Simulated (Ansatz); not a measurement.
H3BOSi, SMILES `B[Si]O` (lower singlet) (charge 0, multiplicity 1). This singlet lies 0.48 eV below the relaxed triplet at the level frozen-core CCSD(T)/cc-pVTZ // PBE0-D3(BJ)/def2-TZVP (Ansatz, a quantum-chemistry and plane-wave program).

Cartesian coordinates (Å):
SMILES: B[Si]O
```xyz
6

B      1.1580     0.2649     0.2124
Si    -0.4057    -0.8650    -0.3837
O     -1.6599    -0.0501     0.3485
H      1.8188    -0.0352     1.1691
H      1.6080     1.1303    -0.4880
H     -2.5192    -0.4448     0.1799
```
Charge 0, spin multiplicity 1.

Frozen-core energies in cc-pVDZ from Ansatz at a geometry from PBE0-D3(BJ)/def2-TZVP; the HF reference has <S^2> = 0.00 (restricted, and unstable towards unrestricted orbitals) and the T1 diagnostic is 0.019.

```tsv
level	energy (Ha)	difference from CCSDT(Q) (mHa)
HF	-390.18024	398.75
MP2	-390.52823	50.76
CCSD	-390.56672	12.27
CCSD(T)	-390.57682	2.17
CCSDT	-390.57793	1.06
CCSDT(Q)	-390.57899	0.00
```
